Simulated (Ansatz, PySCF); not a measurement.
AsF3, SMILES F[As](F)F (connectivity only; charge and spin as stated), charge -1, multiplicity 2. Atoms are numbered in the order given.

```xyz
4

F      0.0010    -1.5194     0.0002
As    -0.0034     0.2901    -0.0001
F     -0.0031     0.1656     1.9454
F     -0.0031     0.1650    -1.9455
```
Charge -1, spin multiplicity 2.

Geometry: TPSSh-D3(BJ)/def2-SVPD. The multiplicity is an assumed one; other spin states were not compared.

Two levels are set side by side: PBE-D3(BJ)/def2-SVPD (Ansatz, an electronic-structure program) and TPSSh-D3(BJ)/def2-SVPD (PySCF). Each level has its own optimised geometry; the coordinates shown are those of the second. Frequencies come from the Hessian of PySCF at each geometry. Differences are taken from unrounded values.

```tsv
quantity	TPSSh-D3(BJ)	PBE-D3(BJ)	PBE-D3(BJ) minus TPSSh-D3(BJ)
mean bond length (Å)	1.903	1.928	0.025
bond F1–As2 (Å)	1.809	1.834	0.025
bond As2–F3 (Å)	1.949	1.975	0.025
bond As2–F4 (Å)	1.949	1.975	0.025
highest harmonic wavenumber (cm⁻¹)	594	560	-34
mean harmonic wavenumber (cm⁻¹)	332	313	-20
zero-point energy (kcal/mol)	2.85	2.68	-0.17
```

GGA bonds tend to be longer and softer than those of functionals with exact exchange. Differences between two approximate levels are no errors against the true value.
